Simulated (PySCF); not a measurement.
H3O4Si, SMILES O[Si](O)([O])O, multiplicity 2. The structure is a stationary point at B3LYP-D3(BJ)/def2-SVP. The isomer is the one that the SMILES or the coordinates give; other isomers of the formula were not compared. One conformer was computed; it need not be the lowest.

Question: Give the equilibrium geometry at B3LYP-D3(BJ)/def2-SVP (PySCF confirms it by a frequency run) as a Z-matrix. (Estimate from the structure and the level; the computed values follow.)

Answer: This is not unique; one that fits is 
```
Si
O 1 1.6434
H 2 0.9651 1 115.81
O 1 1.6448 2 106.43 3 11.80
H 4 0.9642 1 117.75 2 -176.05
O 1 1.6538 2 115.92 3 -108.85
H 6 0.9655 1 116.75 2 -61.55
O 1 1.6736 2 107.87 3 137.60
```
Charge 0, spin multiplicity 2.
